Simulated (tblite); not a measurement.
Compound: C5H9BrSSi.
Numbering: `[CH:1]#[C:2][C@@H:3]([CH3:4])[CH2:5][S:6][SiH2:7][Br:8]` (hydrogens: H9 on C1; H10 on C3; H11, H12, H13 on C4; H14, H15 on C5; H16, H17 on Si7)

Computed with GFN2-xTB (tblite), gas phase: L-BFGS steps from a force-field or distance-geometry start until the largest atomic force falls under 0.01 eV/Å.

Step 6: E = -662.7798 eV
```
atom  x, y, z in Å  |  force x, y, z in eV/Å
C1     -2.7615    1.4477   -1.1034    0.033  -0.017   0.011
C2     -2.0314    0.8925   -0.3364   -0.003  -0.022  -0.016
C3     -1.1655    0.2006    0.6014    0.129   0.053   0.046
C4     -1.6333   -1.2420    0.7836    0.045  -0.055   0.028
C5      0.2731    0.3090    0.0899    0.206  -0.033  -0.001
S6      1.4974   -0.2850    1.3447   -0.188   0.024   0.074
Si7     3.3685    0.0295    0.3665   -0.113  -0.058  -0.056
Br8     3.5250   -1.3509   -1.3615    0.010   0.045  -0.033
H9     -3.4040    1.9343   -1.7697   -0.070   0.063  -0.087
H10    -1.2330    0.7196    1.5624    0.027   0.038   0.121
H11    -2.6788   -1.2560    1.0868    0.045  -0.002  -0.009
H12    -1.5337   -1.7971   -0.1457   -0.003  -0.003  -0.039
H13    -1.0404   -1.7350    1.5512    0.021   0.014  -0.017
H14     0.4042   -0.2892   -0.8136   -0.006   0.009   0.014
H15     0.5237    1.3530   -0.1172   -0.063  -0.074  -0.025
H16     4.4366   -0.2910    1.2778   -0.026  -0.104   0.116
H17     3.4461    1.3718   -0.1611   -0.044   0.124  -0.129
```

Step 7: E = -662.7847 eV
```
atom  x, y, z in Å  |  force x, y, z in eV/Å
C1     -2.7576    1.4452   -1.1008    0.044  -0.024   0.021
C2     -2.0267    0.8901   -0.3341   -0.076   0.042  -0.095
C3     -1.1611    0.1998    0.6021    0.080   0.044   0.042
C4     -1.6320   -1.2420    0.7829    0.059  -0.021   0.003
C5      0.2760    0.3077    0.0893    0.128  -0.029   0.013
S6      1.4891   -0.2823    1.3478   -0.119  -0.002   0.105
Si7     3.3575    0.0299    0.3676   -0.005   0.012   0.004
Br8     3.5270   -1.3425   -1.3588   -0.002  -0.016  -0.094
H9     -3.4007    1.9320   -1.7670   -0.061   0.055  -0.077
H10    -1.2299    0.7207    1.5615    0.037   0.030   0.142
H11    -2.6779   -1.2527    1.0861    0.070  -0.020  -0.007
H12    -1.5315   -1.7956   -0.1481   -0.014   0.000  -0.013
H13    -1.0350   -1.7303    1.5486    0.010  -0.038   0.014
H14     0.4032   -0.2923   -0.8130    0.016   0.012  -0.005
H15     0.5210    1.3522   -0.1165   -0.034  -0.053  -0.052
H16     4.4279   -0.2985    1.2783   -0.076  -0.072   0.084
H17     3.4436    1.3707   -0.1700   -0.057   0.080  -0.084
```

Q: Estimate the geometry and energy of step 8. (The exact step hangs on the optimiser's Hessian estimate; all steps are aligned on step 7, rigid shifts and turns removed.)

A: E = -662.7881 eV, largest force 0.136 eV/Å
```
atom  x, y, z in Å  |  force x, y, z in eV/Å
C1     -2.7553    1.4439   -1.0998    0.022  -0.006  -0.002
C2     -2.0240    0.8886   -0.3334   -0.075   0.061  -0.095
C3     -1.1567    0.2002    0.6033    0.005   0.035   0.027
C4     -1.6298   -1.2422    0.7824    0.064   0.021  -0.012
C5      0.2802    0.3061    0.0893    0.010  -0.016   0.020
S6      1.4814   -0.2805    1.3518   -0.012  -0.015   0.106
Si7     3.3500    0.0303    0.3682    0.045   0.063   0.043
Br8     3.5283   -1.3373   -1.3589   -0.013  -0.040  -0.112
H9     -3.3995    1.9315   -1.7665   -0.028   0.027  -0.043
H10    -1.2271    0.7220    1.5636    0.049   0.008   0.106
H11    -2.6760   -1.2511    1.0855    0.080  -0.027  -0.003
H12    -1.5303   -1.7946   -0.1500   -0.012   0.008   0.006
H13    -1.0312   -1.7281    1.5473    0.009  -0.070   0.029
H14     0.4029   -0.2942   -0.8127    0.036   0.003  -0.015
H15     0.5186    1.3508   -0.1172    0.005  -0.021  -0.067
H16     4.4207   -0.3049    1.2804   -0.116  -0.045   0.051
H17     3.4407    1.3716   -0.1775   -0.067   0.016  -0.038
```

The energy changes by -0.0034 eV. The first-order estimate −F·Δx gives -0.0048 eV and the mean of the old and new forces, exact on a quadratic surface, -0.0034 eV. The step makes an angle of 57° with the force vector and moves no atom by more than 0.010 Å.

What follows is the cost of the whole relaxation. On an Arm Neoverse V1 with one thread, shared host with 32 logical CPUs at a one-minute load of 7.9, this took 0.59 s wall.
